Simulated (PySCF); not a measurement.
Be(Cl)(SeH) (BeClHSe), SMILES [Cl][Be][SeH].

Geometry: PBE-D3(BJ)/def2-TZVP. Other conformers were not sampled.

These are PBE0/def2-TZVPD run with PySCF values and carry that method's errors.

Symmetry labels are those of the subgroup Cs that the program uses (full group Cs).

Computed valence orbital energies around the gap with their symmetry:
```
orbital  symmetry  energy (eV)
-------  --------  -----------
HOMO−7         A'       -22.97
HOMO−6         A'       -19.64
HOMO−5         A'       -11.52
HOMO−4         A'       -11.19
HOMO−3         A"        -9.75
HOMO−2         A'        -9.73
HOMO−1         A'        -9.27
HOMO           A"        -7.51
LUMO           A'        -0.93
LUMO+1         A'        -0.66
LUMO+2         A"        -0.24
LUMO+3         A'         0.25
```
